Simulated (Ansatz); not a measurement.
Diatomic NaAl+, multiplicity 2 (lowest of 2S+1 = 2, 4 at CCSD(T)/def2-TZVPP on PBE0 minima; our sources give no spin for the ground state, which may be another).

The constants come from a fifth-degree fit in 1/R (seven points, main isotopes). Runs in def2 and cc sets follow the lowest solution found near the PBE0 minimum.

Correlated levels freeze the inner cores; with def2 sets outer-core shells near the valence are correlated too.

Run with Ansatz (a quantum-chemistry and plane-wave program). Values without a source in brackets are computed.

Q: What bond length and harmonic frequency does B97M-V/def2-TZVPP give?

A: r_e = 3.392 Å, ω_e = 126 cm⁻¹.

Q: What bond length and harmonic frequency does CCSD/def2-TZVPP give?

A: r_e = 3.371 Å, ω_e = 140 cm⁻¹.

Q: What bond length and harmonic frequency does CCSD(T)/def2-QZVPP give?

A: r_e = 3.339 Å, ω_e = 145 cm⁻¹.
